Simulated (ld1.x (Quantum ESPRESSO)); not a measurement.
Configuration tests for copper (Cu) (PAW)

* Element: copper
* Generator: ld1.x (Quantum ESPRESSO) 7.5
* Type: PAW
* Functional: PBE
* Relativity: scalar-relativistic
* Frozen core: [Ne]
* Valence charge: 19
* Reference configuration: 3s2 3p6 3d10 4s1 4p0
* Partial waves: 3s (bound): rcut 0.95, rcutus 1.30 bohr; 4s (bound): rcut 0.95, rcutus 1.30 bohr; 3p (bound): rcut 1.05, rcutus 1.15 bohr; 4p (bound, empty): rcut 1.05, rcutus 1.15 bohr; 3d (bound): rcut 1.25, rcutus 1.70 bohr; 3d channel at 1.15 Ry: rcut 1.25, rcutus 1.70 bohr
* Local potential: all-electron potential smoothed inside 1.35 bohr (lloc = -1)
* Core correction: a·sin(br)/r model core inside 0.84 bohr
* Augmentation charge: PSQ, inside the norm-conserving radii

Energies are relative to the spin-unpolarised reference configuration 3s2 3p6 3d10 4s1 4p0; without spin polarisation the order of configurations can differ from experiment. Not all tests gave a result: 2 of 7 tests not solved or not reliable. Left out of the table: 3s2 3p6 3d8 4s0 4p0 (solver errors, printed error -3860 eV); 3s2 3p6 3d7 4s0 4p0 (solver errors, printed error -3496 eV).

Its overlap operator is not positive definite in a basis up to 400 Ry (lowest eigenvalue s -0.56), so the file is unfit for use: the generalised eigenproblem breaks down once the basis is large enough, and its test numbers describe a broken file.

```
 valence configuration  charge  ΔE all-electron (eV)  error AE − PS (meV)
  3s2 3p6 3d10 4s0 4p0      +1                 8.148                  +23
   3s2 3p6 3d9 4s0 4p0      +2                29.480                 +104
  3s1 3p6 3d10 4s1 4p0      +1               122.233                  -27
3s2 3p6 3d10 4s0.5 4p0    +0.5                 3.162                 +3.8
  3s2 3p6 3d10 4s0 4p1       0                 4.137                  +25
```

Levels in the configuration 3s2 3p6 3d9 4s0 4p0:

| level | all-electron (eV) | pseudo (eV) |
| --- | --- | --- |
| 3s | -140.286 | -140.170 |
| 3p | -97.619 | -97.483 |
| 3d | -29.628 | -29.507 |

The ghost test of this file was not conclusive.
